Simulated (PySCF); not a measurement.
Species: ZrEtCl3, C₂H₅Cl₃Zr (singlet state).
Bonds: Zr1–C2, Zr1–Cl9, Zr1–Cl10, Zr1–Cl11, C2–C3. Hydrogens: H4, H5 on C2; H6, H7, H8 on C3.

Level of theory: PBE0-D3(BJ)/def2-SVP geometry optimisation, gas phase, def2 core potentials past Kr in PySCF 2.14.0.

(1) How far are the bound atoms from Zr1?

(2) List the angles at Zr1.

(3) What is the shape at Zr1?

(4) What are the other bond lengths?

(5) Give some angles away from the centre.

(6) What are the rotational constants (commonest isotopes, rigid rotor)?

## Answers

(1) 4 atoms: C2 2.170 Å, Cl10 2.332 Å, Cl11 2.333 Å, Cl9 2.339 Å. The nearest atom not counted as bound is H5, at 2.69 Å (others tie with it).

(2) 
```csv
angle,degrees,distance of the outer atoms (Å)
Cl9–Zr1–Cl11,115.5,3.95
Cl9–Zr1–Cl10,114.2,3.92
Cl10–Zr1–Cl11,112.5,3.88
C2–Zr1–Cl11,104.5,3.56
C2–Zr1–Cl9,104.4,3.57
C2–Zr1–Cl10,104.2,3.55
```

(3) Distorted tetrahedral: angles from 104.2° to 115.5°; τ4 = (360° − α − β)/141° = 0.92 with α and β the two widest (0 for a square, 1 for a tetrahedron).

(4) C2–C3 1.526 Å; C2–H4, C2–H5 1.108 Å; C3–H6, C3–H7, C3–H8 1.102 Å.

(5) Zr1–C2–C3 114.1°.

(6) A = 1088, B = 963.2, C = 837.6 MHz: an asymmetric top.

Charge 0, singlet. Not checked by PBE0-D3(BJ)/def2-SVP frequencies.
